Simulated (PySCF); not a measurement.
From one molecule to another.

First species: C₇H₁₂.
Z-matrix (Å and degrees, PBE0-D3(BJ)/def2-SVP geometry), rows numbered from 1:
```
C 
C   1  1.5520
C   2  1.5365  1  103.13
C   3  1.5364  2  108.40  1   -71.16
C   4  1.5521  3  103.13  2    71.12
C   1  1.5365  2  103.14  3     0.05
C   3  1.5345  2  101.54  1    35.26
H   1  1.1010  2  112.97  3   121.03
H   1  1.1011  2  111.22  3  -118.68
H   2  1.1011  1  111.23  3   118.75
H   2  1.1010  1  112.96  3  -120.96
H   3  1.0997  2  113.86  1   161.02
H   4  1.1010  3  111.85  2   -50.55
H   4  1.1011  3  110.77  2  -169.77
H   5  1.1010  4  112.95  3  -120.94
H   5  1.1011  4  111.24  3   118.75
H   6  1.0997  1  113.85  2  -161.10
H   7  1.1019  3  113.34  2    61.87
H   7  1.1018  3  113.32  2  -173.55
```

Second species: 1-ethyl-1-cyclopentene, C7H12.
Atom-mapped SMILES: `[CH3:1][CH2:2][C:3]1=[CH:4][CH2:5][CH2:6][CH2:7]1` (hydrogens: H8, H9, H10 on C1; H11, H12 on C2; H13 on C4; H14, H15 on C5; H16, H17 on C6; H18, H19 on C7)

Levels: B3LYP/def2-SVPD for HOMO energy, LUMO energy, HOMO–LUMO gap and static isotropic polarisability; TDDFT B3LYP/def2-SVPD for lowest singlet excitation. Geometries: PBE0-D3(BJ)/def2-SVP. Each structure is a single optimised conformer of the isolated species, non-relativistic unless stated. Electronic properties by PySCF.

```json
{"property": "HOMO energy", "column X": "-7.94 eV", "column Y": "-6.35 eV"}
{"property": "LUMO energy", "column X": "0.39 eV", "column Y": "0.31 eV"}
{"property": "HOMO–LUMO gap", "column X": "8.33 eV", "column Y": "6.66 eV"}
{"property": "lowest singlet excitation", "column X": "7.44 eV", "column Y": "5.93 eV"}
{"property": "static isotropic polarisability", "column X": "77.1 au", "column Y": "83.6 au"}
```

Task: Which column belongs to which species?

Result: Column X is the first species and column Y the second. The first has 19 atoms and 54 electrons, the second 19 and 54.

Task: How does each property change from the first species to the second?

Result: HOMO energy +1.59 eV; LUMO energy -0.08 eV; HOMO–LUMO gap -1.67 eV; lowest singlet excitation -1.51 eV; static isotropic polarisability +6.5 au.

On the first: The 10 singlets span 7.44 to 8.73 eV, and their oscillator strengths add up to 0.18. S1 lies 0.89 eV below the HOMO–LUMO gap; its leading configuration is HOMO→LUMO, weight 0.99.

On the second: No computed singlet falls in the visible range (750 to 380 nm, 1.65 to 3.26 eV); S1 lies 2.67 eV above its blue end. S1 lies 0.73 eV below the HOMO–LUMO gap; its leading configuration is HOMO→LUMO, weight 0.56, beside HOMO→LUMO+1, weight 0.42.
